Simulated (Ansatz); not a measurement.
Species: CrF, charge 0, multiplicity 6. The spin state was set by rule; other spins were not relaxed. SMILES: [Cr][F]
Geometry from a B3LYP-D3(BJ)/def2-TZVP (Ansatz, a first-principles code) optimisation:
```xyz
2

Cr     0.0000     0.0000    -0.4892
F      0.0000     0.0000     1.3045
```
Charge 0, spin multiplicity 6.

Property: atomisation energy (electronic, to ground-state atoms), in kcal/mol. Correlated levels leave the core frozen unless marked. UHF or UKS for open shells. Spin-orbit coupling is left out. Frozen are the shells of the preceding noble gas and the d and f shells that filled before the atom's block. Non-relativistic. The coupled-cluster limit lacks core correlation, which all-electron functionals hold. Basis-set limits of correlation are two-point, X^-3; Hartree-Fock from the larger set.

The T1 diagnostic of CCSD in the largest basis is 0.073, which is high, so the coupled-cluster rows are less sure than usual.

```
level                                        program  atomisation energy (kcal/mol)
------------------------------------  --------------  -----------------------------
SVWN5/def2-TZVPD                              Ansatz                          135.5
PBE/def2-TZVPD                                Ansatz                          118.1
BLYP-D3(BJ)/def2-TZVPD                Ansatz + dftd3                          120.4
BLYP/def2-TZVPD                               Ansatz                          119.7
revPBE-D3(BJ)/def2-TZVPD              Ansatz + dftd3                            [?]
wB97X/def2-TZVPD                              Ansatz                            [?]
B2GP-PLYP-D3(BJ)/def2-TZVPD           Ansatz + dftd3                            [?]
SCS-MP2/def2-SVP                              Ansatz                          106.0
CCSD/6-31G*                                   Ansatz                          126.8
CCSD/def2-SVPD                                Ansatz                          109.3
CCSD(T)/CBS(def2-TZVPPD,def2-QZVPPD)          Ansatz                            [?]
```

Problem. What belongs in the gaps?

Solution. 
- revPBE-D3(BJ)/def2-TZVPD, atomisation energy (kcal/mol): 113.4
- wB97X/def2-TZVPD, atomisation energy (kcal/mol): 118.9
- B2GP-PLYP-D3(BJ)/def2-TZVPD, atomisation energy (kcal/mol): 112.2
- CCSD(T)/CBS(def2-TZVPPD,def2-QZVPPD), atomisation energy (kcal/mol): 114.6
